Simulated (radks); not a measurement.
These are the eigenvalues of the occupied orbitals of an atom or ion with whole-number occupations (Ry). Calculated with a radial shooting solver on a logarithmic mesh with Libxc functionals: scalar-relativistic Kohn-Sham, LDA (Slater exchange, Perdew-Zunger correlation), spin-polarised, spherical densities, point nucleus.

| orbital | eigenvalue |
|---|---|
| 1s up | -2847.831 |
| 1s down | -2847.820 |
| 2s up | -455.4777 |
| 2s down | -455.4714 |
| 2p up | -408.6995 |
| 2p down | -408.6908 |
| 3s up | -99.21977 |
| 3s down | -99.19406 |
| 3p up | -84.27957 |
| 3p down | -84.25317 |
| 3d up | -62.76050 |
| 3d down | -62.73806 |
| 4s up | -21.92974 |
| 4s down | -21.86290 |
| 4p up | -17.07916 |
| 4p down | -17.00995 |
| 4d up | -10.06465 |
| 4d down | -9.98801 |
| 5s up | -5.42499 |
| 5s down | -5.27730 |
| 5p up | -4.16082 |
| 5p down | -4.01816 |
| 4f up | -2.80952 |

Which element is it, and in what charge state? The configuration may be excited. Open shells, if any, are filled with parallel spins first.

Answer. Z = 57, lanthanum, charge +4: La4+ in [Kr] 4d10 5s2 5p4 4f1. The list shows which subshells hold electrons but not how many an open one holds; the 1s level, -1423.9 hartree, gives Z - s = 53.4 by -(Z - s)^2/2, which with screening and relativity narrows Z to a few neighbours, and the depths of the outer levels then fix element, charge and occupations together.
